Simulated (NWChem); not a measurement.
System: C$_{2}$H$_{6}$ClSn cation; SMILES [CH3][Sn+]([CH3])[Cl]

NWChem input:

```
start job
memory heap 200 mb stack 900 mb global 1100 mb
charge 1
geometry units angstroms
  Sn    -0.000276     0.248089     0.002602
  C     -1.959446     1.050646     0.002964
  H     -2.154801     1.456465    -1.002160
  H     -2.014218     1.858620     0.747133
  H     -2.660684     0.238061     0.235264
  C      1.955514     1.059004    -0.001999
  H      2.051039     1.733317    -0.866455
  H      2.669838     0.227388    -0.063499
  H      2.091860     1.629692     0.929502
  Cl     0.003457    -2.047306    -0.001704
end
basis spherical
  * library sto-3g
end
dft
  xc hfexch
  iterations 150
end
driver
  maxiter 120
end
task dft optimize
```

The level has its own optimisation.

Problem. Predict the main results of this run. (Hartree-Fock/STO-3G, non-relativistic.) Quantities: r C–Sn (Å); r Cl–Sn (Å); r C–H (Å).

Solution. 
```yaml
r C–Sn (Å): 2.088
r Cl–Sn (Å): 2.267
r C–H (Å): 1.084
```
